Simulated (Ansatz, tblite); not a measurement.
Isomers of Li4Br3⁺ (singlet), found by a short tight-binding search and relaxed with r2SCAN-D4/def2-SVP in Ansatz.

The xTB rows come from tblite. Correlated methods freeze 27 core orbitals; core or outer-core shells of Li, Br are correlated, in sets that lack core-valence functions.

Other spin states weren't relaxed.

A:

| atom | x (Å) | y (Å) | z (Å) |
| --- | --- | --- | --- |
| Li1 | 1.4535 | 1.3189 | 0.1275 |
| Li2 | -0.9519 | -1.5126 | -0.4198 |
| Li3 | 3.3216 | -2.6053 | -1.0124 |
| Li4 | -2.2795 | 1.6742 | 0.8277 |
| Br5 | -2.9126 | -0.5349 | 0.2414 |
| Br6 | -0.1741 | 2.7736 | 0.8164 |
| Br7 | 1.5430 | -1.1139 | -0.5808 |

B:

Cartesian coordinates in Å:
```
Li -2.155 0.055 1.161
Li 0.072 -1.571 -1.876
Li 0.891 2.217 -0.534
Li 0.859 -0.504 0.900
Br -1.112 -1.948 0.228
Br -0.334 1.648 1.502
Br 1.779 0.104 -1.381
```

C:

```csv
atom,x (Å),y (Å),z (Å)
Li1,-0.4353,5.3211,-4.4489
Li2,0.0510,-1.7362,1.5438
Li3,-0.0738,1.8181,-1.4414
Li4,0.5132,-5.4332,4.3016
Br5,-0.0277,0.0770,0.0944
Br6,-0.2757,3.5811,-3.0188
Br7,0.2483,-3.6278,2.9693
```

Problem. Estimate their order by electronic energy at PBE0-D4/def2-TZVP, counted from the lowest.

Solution. B (0.0) < A (20.8) < C (25.8), in kcal/mol.

Problem. Do the other levels pick the same lowest one?

Solution. Not GFN2-xTB. Energies above each level's lowest (kcal/mol):

```json
{"level": "GFN1-xTB", "A": "12.5", "B": "0.0", "C": "11.1"}
{"level": "GFN2-xTB", "A": "10.6", "B": "7.6", "C": "0.0"}
{"level": "HF/def2-SVP", "A": "16.8", "B": "0.0", "C": "20.6"}
{"level": "HF/def2-TZVP", "A": "15.9", "B": "0.0", "C": "18.0"}
{"level": "PBE-D4/def2-TZVP", "A": "20.7", "B": "0.0", "C": "25.8"}
{"level": "r2SCAN-D4/def2-TZVP", "A": "21.0", "B": "0.0", "C": "25.4"}
{"level": "B97M-V/def2-TZVP", "A": "19.7", "B": "0.0", "C": "23.9"}
{"level": "PBE0-D4/def2-TZVP", "A": "20.8", "B": "0.0", "C": "25.8"}
{"level": "MP2/def2-SVP", "A": "20.5", "B": "0.0", "C": "26.1"}
{"level": "CCSD/def2-SVP", "A": "20.0", "B": "0.0", "C": "25.6"}
{"level": "CCSD(T)/def2-SVP", "A": "20.3", "B": "0.0", "C": "26.3"}
```
Point groups (tolerance 0.1 Å): A not assigned, B C3v, C not assigned. Lower isomers may exist.
